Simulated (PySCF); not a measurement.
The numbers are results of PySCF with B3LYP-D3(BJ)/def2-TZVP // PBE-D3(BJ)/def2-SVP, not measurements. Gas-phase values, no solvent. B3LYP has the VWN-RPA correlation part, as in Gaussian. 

Reference species: [Sc(Cl)3] (neutral, multiplicity 1).

```yaml
mean_distance_from_the_central_atom_to_its_bonded_neighbours: 2.271 Å
LUMO: -3.64 eV
```

Changed species: [Sc(Cl)2(F)] (1 of 3 Cl replaced by F; the reference has 0 of 3 Cl replaced by F).

**Question.** What does the change do to the mean distance from the central atom to its bonded neighbours and LUMO?

**Answer.** the mean distance from the central atom to its bonded neighbours drops by 0.145 Å, to 2.126 Å; the LUMO rises by 0.15 eV, to -3.49 eV.
